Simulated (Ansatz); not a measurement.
This geometry of CH₅AlBF (9 atoms, charge 0, multiplicity 1) is a first-order saddle point.

Theory: Ansatz, RKS PBE0/def2-SVP.

```xyz
9
Properties=species:S:1:pos:R:3
F -0.949 1.007 -1.423
C 0.341 1.020 -0.939
B 0.664 0.032 0.212
Al -0.782 -1.335 1.074
H 1.046 0.827 -1.777
H 0.592 2.050 -0.602
H 1.815 0.092 0.595
H -2.295 -1.426 0.585
H -0.345 -2.314 2.258
```

(1) Which two structures does it join? (They come from a converged band through this point; their orientation in space is the band's.)

(2) How far does it lie above each of them?

Results:

(1) No bond is made or broken. The dihedral C2–B3–Al4–H8 goes from 94 to -94°. The two ends are copies of one structure, up to a mirror image or an exchange of like atoms.

Initial state:

```xyz
9
Properties=species:S:1:pos:R:3
F -1.049 0.826 -0.062
C 0.327 0.991 -0.534
B 1.057 -0.334 -0.151
Al -0.728 -1.129 0.706
H 0.246 1.191 -1.616
H 0.704 1.899 -0.036
H 2.225 -0.481 -0.414
H -1.693 -2.042 -0.181
H -1.001 -0.967 2.271
```

Final state:

```xyz
9
Properties=species:S:1:pos:R:3
F -1.051 0.824 -0.067
C 0.327 0.991 -0.537
B 1.057 -0.334 -0.152
Al -0.726 -1.128 0.709
H 0.247 1.190 -1.618
H 0.700 1.900 -0.037
H 2.223 -0.484 -0.417
H -0.996 -0.961 2.274
H -1.693 -2.044 -0.173
```

(2) 7.8 kcal/mol above the first and 7.8 kcal/mol above the second. This is the barrier of this one path; another mechanism may lie lower.

Time of the run: 2.7 min on 1 thread of Arm Neoverse V2 (shared host), peak memory 0.16 GiB.
